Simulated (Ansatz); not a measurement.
(AuCl)n off (charge +1): PBE-D4/def2-TZVP single points in Ansatz on relaxed structures, gas phase. Each cluster is the lowest isomer that a short search found in that spin, judged at the geometry's level, and lower ones may exist. Core potentials for Au, no spin–orbit coupling. HOMO and LUMO are taken over both spins. Singlets are spin-restricted. The structures are stationary points that may keep the symmetry of their start. Remarks come from the PBE and PBE0 runs and from stability tests at other levels; not every state was tested. HOMO above LUMO (over both spins in singlets and doublets, within one spin in higher multiplets; at PBE or PBE0), or a gap under 0.15 eV within one spin, warns that the state may not be the lowest or that an electron is smeared out.

```tsv
species	atoms	state	geometry	HOMO (eV)	LUMO (eV)	gap (eV)	lowest of the spins relaxed	point group (within 0.1 Å)	remarks
Au2Cl⁺	3	singlet	PBE-D4/def2-TZVP	-12.24	-10.26	1.98	singlet, of singlet/triplet/quintet	C2v	–
Au2Cl2⁺	4	doublet	PBE0-D4/def2-SVP	-11.96	-11.80	0.16	doublet, of doublet/quartet	Cs	gap within one spin near zero
Au5Cl4⁺	9	singlet	PBE0-D4/def2-SVP	-10.85	-9.08	1.77	–	C4v	–
```

The gap (eV) runs from 0.16 (Au2Cl2⁺) to 1.98 (Au2Cl⁺).
